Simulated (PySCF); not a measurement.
One of the candidates below gave these computed data.

All candidates are C6H12S.

* 1H NMR: chemical shifts (computed TMS as zero) by class: 2.72 (1 H), 2.21 (1 H), 1.33 (6 H), 0.84 (2 H), 0.54 (2 H) ppm [GIAO PBE0/pcSseg-1]
* Rotational structure: rotational constants A, B, C: 4.239, 1.233, 1.177 GHz [GFN2-xTB]
* UV, first state: lowest singlet excitation: 5.39 eV (230 nm, f = 0.001) [TDDFT PBE0/def2-SVPD]
* NMR, other nuclei: isotropic shieldings of nuclei other than C and H, by class: 401 (1 S) ppm [GIAO PBE0/pcSseg-1]
* UV, strongest line: among the 8 lowest singlet transitions: S2 at 6.03 eV (206 nm, f = 0.029) [TDDFT PBE0/def2-SVPD]
* Dipole: 1.78 D [PBE0/def2-SVPD]
* 13C NMR: chemical shifts (computed TMS as zero) by class: 46.9 (1 C), 25.6 (2 C), 20.3 (1 C), 10.3 (2 C) ppm [GIAO PBE0/pcSseg-1]

Gas-phase values; electronic properties from PySCF, density fitting. Levels stand in brackets. Isolated species at its GFN2-xTB geometry (one conformer only). NMR values are class means; diastereotopic atoms form classes of their own.

Question: Which candidate is it?
A. `CC(C)SC1CC1`
B. `CSCCC1CC1`
C. `CC(C)[C@H]1CCS1`

Answer: A. It is `CC(C)SC1CC1`. Numbering: `[CH3:1][CH:2]([CH3:3])[S:4][CH:5]1[CH2:6][CH2:7]1`. Its formula, C6H12S, gives 1 degree of unsaturation: 1 ring and 0 π bonds in the structure found. 6 carbons fall into 4 classes; from least to most shielded: chain sp3 carbon bound to sulfur [C2] (46.9 ppm), methyl carbon [C1/C3] (25.6 ppm, 2 C), ring sp3 carbon bound to sulfur [C5] (20.3 ppm), three-membered-ring carbon [C6/C7] (10.3 ppm, 2 C). Hydrogen classes from least to most shielded: 1 H on an sp3 carbon bound to sulfur, C2 (2.72 ppm), 1 H on an sp3 carbon bound to sulfur, C5 (2.21 ppm), 6 H on 2 methyl carbons, C1/C3 (1.33 ppm, a mean of values up to 0.7 ppm apart in this geometry), 2 H on 2 three-membered-ring carbons, C6/C7 (0.84 ppm), 2 H on 2 three-membered-ring carbons, C6/C7 (0.54 ppm). The other shieldings belong to: 401 ppm, sulfide sulfur [S4]. The optimised geometry has point group C1 and is an asymmetric top.

The others, at the same levels:
- `CC(C)[C@H]1CCS1` fails: it has 6 carbon classes against 4; its computed 13C shifts are 53.9 (1 C), 43.6 (1 C), 32.8 (1 C), 23.5 (1 C), 20.6 (1 C), 19.1 (1 C) ppm, 1H shifts are 3.39 (1 H), 3.39 (1 H), 2.72 (1 H), 2.59 (1 H), 2.57 (1 H), 1.55 (1 H), 0.78 (3 H), 0.77 (3 H) ppm and rotational constant A is 3.704 GHz (against 4.239 GHz).
- `CSCCC1CC1` fails: it has 5 carbon classes against 4; its computed 13C shifts are 40.3 (1 C), 39.8 (1 C), 19.8 (1 C), 13.7 (1 C), 6.4 (2 C) ppm, 1H shifts are 2.40 (2 H), 1.98 (3 H), 1.36 (2 H), 0.59 (1 H), 0.46 (2 H), -0.03 (2 H) ppm and rotational constant A is 5.467 GHz (against 4.239 GHz).

Each candidate is one conformer, not necessarily the lowest. Dipoles, sizes and rotational constants follow the conformer. The torsions of the flexible species, by atom-mapped SMILES:
- `[CH3:1][CH:2]([CH3:3])[S:4][CH:5]1[CH2:6][CH2:7]1`: C1–C2–S4–C5 80°, C2–S4–C5–C6 73°
- `[CH3:1][CH:2]([CH3:3])[C@H:4]1[CH2:5][CH2:6][S:7]1`: C1–C2–C4–C5 -169°
- `[CH3:1][S:2][CH2:3][CH2:4][CH:5]1[CH2:6][CH2:7]1`: C1–S2–C3–C4 -72°, S2–C3–C4–C5 -177°, C3–C4–C5–C6 -155°
